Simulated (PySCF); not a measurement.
## Spin–spin couplings to the heavy atom in `C(B(C)C)[SeH]`, C3H9BSe

Geometry:
```json
{"atom": "C1", "x (Å)": "-1.439", "y (Å)": "-1.095", "z (Å)": "-0.040"}
{"atom": "B2", "x (Å)": "-0.321", "y (Å)": "-0.035", "z (Å)": "0.278"}
{"atom": "C3", "x (Å)": "-0.684", "y (Å)": "1.472", "z (Å)": "0.518"}
{"atom": "C4", "x (Å)": "1.174", "y (Å)": "-0.539", "z (Å)": "0.338"}
{"atom": "Se5", "x (Å)": "2.510", "y (Å)": "0.838", "z (Å)": "0.700"}
{"atom": "H6", "x (Å)": "-2.198", "y (Å)": "-1.078", "z (Å)": "0.762"}
{"atom": "H7", "x (Å)": "-1.981", "y (Å)": "-0.781", "z (Å)": "-0.950"}
{"atom": "H8", "x (Å)": "-1.095", "y (Å)": "-2.130", "z (Å)": "-0.178"}
{"atom": "H9", "x (Å)": "-1.756", "y (Å)": "1.708", "z (Å)": "0.471"}
{"atom": "H10", "x (Å)": "-0.288", "y (Å)": "1.806", "z (Å)": "1.494"}
{"atom": "H11", "x (Å)": "-0.153", "y (Å)": "2.092", "z (Å)": "-0.228"}
{"atom": "H12", "x (Å)": "1.406", "y (Å)": "-1.042", "z (Å)": "-0.616"}
{"atom": "H13", "x (Å)": "1.228", "y (Å)": "-1.323", "z (Å)": "1.114"}
{"atom": "H14", "x (Å)": "3.674", "y (Å)": "-0.059", "z (Å)": "0.629"}
```

Method: indirect couplings at PBE0/pcJ-1 (dyall-v2z on Se), isolated molecule, Gaussian nuclear model, PBE0-D3(BJ)/def2-SVP geometry; PySCF 2.14 with density-fitted X2C routines.

Non-relativistic values:
```tsv
coupling	atoms	J (Hz)
1J(77Se,13C)	Se5 – C4	-71.6
1J(77Se,1H)	Se5 – H14	-10.6
2J(77Se,11B)	Se5 – B2	16.3
2J(77Se,1H)	Se5 – H12/H13	2.5
3J(77Se,13C)	Se5 – C1/C3	10.9
4J(77Se,1H)	Se5 – H6/H7/H8/H9/H10/H11	2.7
```

Question: What do two-component X2C with spin–orbit coupling give?

Answer: 
| coupling | atoms | with spin–orbit (Hz) |
| --- | --- | --- |
| 1J(77Se,13C) | Se5 – C4 | -84.0 |
| 1J(77Se,1H) | Se5 – H14 | -50.3 |
| 2J(77Se,11B) | Se5 – B2 | 18.6 |
| 2J(77Se,1H) | Se5 – H12/H13 | 2.5 |
| 3J(77Se,13C) | Se5 – C1/C3 | 10.9 |
| 4J(77Se,1H) | Se5 – H6/H7/H8/H9/H10/H11 | 3.0 |

The largest listed coupling, 1J(77Se,13C), ends at 1.17 times its non-relativistic value. Equivalent partners are averaged, as under fast rotation. In the static structure 3J(77Se,13C) spreads over 3.7, 18.0 Hz. In the static structure 4J(77Se,1H) spreads over 1.6, 1.5, 0.1, 9.5, 2.5, 2.5 Hz.
